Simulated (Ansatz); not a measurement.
Spectroscopic constants of OsCl, multiplicity 6 (lowest of 2S+1 = 2, 4, 6 at CCSD(T)/def2-TZVPP on PBE0 minima; our sources give no spin for the ground state, which may be another). No spin–orbit coupling.

The constants come from a fifth-degree fit in 1/R (seven points, main isotopes). Runs in def2 and cc sets follow the lowest solution found near the PBE0 minimum.

Codes used: Ansatz (an electronic-structure program). Each number belongs to the level named beside it. In def2 rows elements past Kr take small-core potentials, without spin–orbit coupling.

Energies at wB97X-V/def2-TZVPP:

| R (Å) | E (hartree) |
|---|---|
| 2.144422 | -550.69007806 |
| 2.202068 | -550.69492340 |
| 2.255102 | -550.69722131 |
| 2.315053 | -550.69783926 |
| 2.375005 | -550.69680340 |
| 2.444180 | -550.69404074 |
| 2.524884 | -550.68926930 |

Problem. With a reduced mass of 29.5803 u, find the minimum, the force constant and the constants.

Solution. A fifth-degree polynomial in 1/R puts the minimum at r_e = 2.3051 Å with force constant 208 N/m. Then ω_e = (1/2πc)√(k/μ) = 346 cm⁻¹ and B_e = h/(8π²cμr_e²) = 0.1073 cm⁻¹; the cubic and quartic terms give α_e = 0.00045 and ω_e x_e = 1.0 cm⁻¹.
